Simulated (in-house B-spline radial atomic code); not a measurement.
Cu⁺. Computed with a B-spline radial atomic code. Model: non-relativistic spherical atom: semilocal Troullier-Martins pseudo-atom, one channel per l, against all electrons, high spin, G0W0 and RPA with empty states to l = 8, local potential for every l without a channel, a model core (radius 0 = none) keeps its share of the functional.

What the tables leave out is listed at the end.

The pseudopotential gives back the lowest level of each angular momentum of its own functional in the configuration it was made in; a second state of the same l is only approximately right. Exact exchange, RPA and GW see the smooth pseudo-orbitals and miss the exchange with the core, for which the functional's share stands in. The column with an uncorrelated core keeps all orbitals and exact exchange, and so separates missing core correlation from pseudisation. Only the three outermost levels and the lowest empty one were computed. RPA here is direct RPA, with no exchange kernel, and its energies carry an (l + 1/2)⁻⁴ tail. A hybrid on a potential with a model core restores only its own semilocal share of the core's exchange.

Command:
```bash
python run_psgw.py task.json out
```
Settings (lengths in bohr, energies in hartree):
```
Z                      29
electrons              28
configuration          [Ar] 3d10
generated_in           [Ar] 3d10 4s1
functional             lda,vwn
core_shells            3
radius_factor          0.9
core_correction        True
```

Cost of the run: 25 s on 1 thread of Arm Neoverse N1, with other jobs on the host.

Given: made with LDA VWN5; model core radius 0.338 bohr; local radius 0.716 bohr; mean-field start LDA VWN5.

Valence shells of the generating configuration: 3s, 3p, 3d, 4s.

Channel: s 0.555, p 0.566, d 1.631 (radii in bohr).

Computed: largest level miss in the spin-unpolarised generating configuration 0.051 eV; valence RPA correlation energy all-electron orbitals -1.4094 hartree; valence RPA correlation energy pseudo -1.2489 hartree; all-electron RPA polarisability, core included 6.7433 bohr³.

```csv
level,occupied,mean-field all-electron (eV),mean-field pseudo minus all (eV),G0W0 all-electron (eV),G0W0 uncorrelated core minus all (eV),G0W0 pseudo minus all (eV),exchange self-energy all-electron (eV),exchange self-energy pseudo (eV)
3d,1,-14.104,-0.044,-20.313,0.084,-0.316,-46.216,-41.975
4s (empty),0,-11.831,-0.079,-7.8276,0.008,-0.091,-3.1602,-2.7061
```

**Question.** What is the pseudo-atom RPA polarisability?

**Answer.** 6.726 bohr³.

Given: mean-field start PBE0.

Computed: valence RPA correlation energy all-electron orbitals -1.34 hartree; valence RPA correlation energy pseudo -1.1881 hartree; pseudo-atom RPA polarisability 5.2256 bohr³.

| level | occupied | mean-field all-electron (eV) | mean-field pseudo minus all (eV) | G0W0 all-electron (eV) | G0W0 uncorrelated core minus all (eV) | G0W0 pseudo minus all (eV) | exchange self-energy all-electron (eV) | exchange self-energy pseudo (eV) |
| --- | --- | --- | --- | --- | --- | --- | --- | --- |
| 3d | 1 | -15.954 | -0.133 | -20.396 | 0.09 | -0.09 | -46.522 | -42.503 |
| 4s (empty) | 0 | -10.169 | 0.055 | -7.6212 | 0.006 | 0.009 | -2.6749 | -2.2456 |

**Question.** What is the all-electron RPA polarisability, core included?

**Answer.** 5.349 bohr³.

Among the listed levels the largest G0W0 shift of the pseudo-atom is -0.32 eV, for 3d on the LDA VWN5 start, while leaving the core uncorrelated moves that level by +0.08 eV. So pseudisation and the lost core exchange, not the missing core correlation, make the error. Not in the tables (levels of low weight, unsolved or above zero; the highest and the empty levels are kept at any weight): on LDA the G0W0 levels 3p (pseudo minus all -2.49 eV, weights 0.17 and 0.01), 3s (pseudo minus all -2.06 eV, weights -0.00 and 0.31); on PBE0 the G0W0 levels 3p (pseudo minus all -17.28 eV, weights 0.02 and 0.18), 3s (pseudo minus all +0.10 eV, weights 0.17 and 0.26); no Hartree-Fock pseudo-atom is run with a model core.
